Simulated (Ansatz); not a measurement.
`Cl[SiH2]Cl` + `C[SiH2]O` → `C[SiH2]O[SiH2]Cl` + HCl at 700 K and 1 bar (ligand exchange at the Si–Cl bond).

Calculated with Ansatz (gas phase, PBE0-D4/def2-TZVP geometries, no zero-point term in ΔE). CBS: MP2 limit from def2 TZ/QZ plus the TZ coupled-cluster correction, frozen cores. This one scheme is used for every species. Each species was taken in one conformer, which may not be the lowest.

```tsv
species	CCSD(T)/CBS energy (Eh)	H − E (kJ/mol)	S (J/(mol·K))
`Cl[SiH2]Cl`	-1209.93203	98.0	351.1
`C[SiH2]O`	-405.96945	239.4	390.4
`C[SiH2]O[SiH2]Cl`	-1155.53126	296.5	533.5
HCl	-460.38127	38.4	211.8
```

H − E and S are ideal-gas, rigid-rotor, harmonic terms from PBE0-D4/def2-TZVP, for one conformer and one mirror image of each species. 1 Eh = 2625.50 kJ/mol, R = 8.31446 J/(mol·K).

**Question.** By hand: ΔE, ΔH, ΔS and ΔG.

**Answer.** ΔE = (-1155.53126) + (-460.38127) − (-1209.93203) − (-405.96945) = -0.01105 Eh = -29.0 kJ/mol. Δ(H − E) = 296.5 + 38.4 − 98.0 − 239.4 = -2.5, so ΔH = -31.5 kJ/mol. ΔS = 533.5 + 211.8 − 351.1 − 390.4 = 3.8 J/(mol·K). ΔG = -31.5 − 700 × (3.8)/1000 = -34.2 kJ/mol.

**Question.** By hand: the equilibrium constant, and the temperature at which ΔG would vanish if ΔH and ΔS stayed fixed.

**Answer.** log₁₀ K = −ΔG/(RT ln 10) = 2.6. ΔH and −TΔS have one sign here, so there is no such temperature.

The number of gas molecules stays the same, so ΔS is small and ΔH decides. A doubt of 5 kJ/mol in ΔE shifts log₁₀ K by 0.4 here. Other conformers and mirror images would add mixing entropy, several J/(mol·K) or more a flexible species. Modes under 60 cm⁻¹, often nearly free rotors, make the harmonic entropy too high. These are equilibria of isolated gas molecules and say nothing of rates. Largest T1 diagnostic: 0.010 (customary marks: 0.02 for closed shells, 0.045 for open ones).

ΔS is within the doubt of such terms, so its sign, and with it that verdict, could turn.
